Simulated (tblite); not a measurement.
hydrogen atom (H), doublet; IPEA1-xTB (tblite).

Input for tblite:
```
$ tblite run mol.xyz --method ipea1 --charge 0 --spin 1 --json tblite.json --no-restart

# file mol.xyz
1

H      0.00000000     0.00000000     0.00000000
```

Output, abridged:

```
xTB calculator
 | screened Coulomb repulsion
 | Coulomb electrostatics
 |  * isotropic Klopman-Ohno-Mataga-Nishimoto electrostatics
 |  * onsite third-order electrostatics
 | DFT-D3(BJ) dispersion correction

halogen bonding energy    0.0000000000000E+00 Eh
repulsion energy          0.0000000000000E+00 Eh
dispersion energy         0.0000000000000E+00 Eh
number of electrons       1.0000000000000E+00 e
integral cutoff           4.0000000000000E+01 bohr

------------------------------------------------------------
  cycle        total energy    energy error   density error
------------------------------------------------------------
      1    -0.3866742167172  -3.8667422E-01   1.5700925E-16
      2    -0.3866742167172   0.0000000E+00   9.4205548E-17
------------------------------------------------------------

electronic energy        -3.8667421671724E-01 Eh
total energy             -3.8667421671724E-01 Eh

Post processing:
 | Mayer-Wiberg bond orders

[Info] JSON dump of results written to 'tblite.json'
```
